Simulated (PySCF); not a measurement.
CH3Cl3SSi, SMILES Cl[Si](Cl)(Cl)SC.

The structure is a stationary point at B3LYP-D3(BJ)/def2-SVP. This is a generated structure with no PubChem entry under its InChIKey; it may be hypothetical. The values are those of a single conformer.

All values below come from PySCF with PBE/def2-TZVP.

Symmetry labels are those of the subgroup Cs that the program uses (full group Cs).

**Question.** List the valence orbital energies around the gap with their symmetry. (The exact figures need the calculation; the answer reports its results.)

**Answer.** 
| orbital | symmetry | energy (eV) |
|---|---|---|
| HOMO−7 | A' | -9.03 |
| HOMO−6 | A' | -8.72 |
| HOMO−5 | A" | -8.71 |
| HOMO−4 | A" | -8.19 |
| HOMO−3 | A' | -8.18 |
| HOMO−2 | A' | -7.90 |
| HOMO−1 | A" | -7.84 |
| HOMO | A" | -6.40 |
| LUMO | A' | -1.68 |
| LUMO+1 | A' | -1.19 |
| LUMO+2 | A" | -0.36 |
| LUMO+3 | A' | -0.07 |
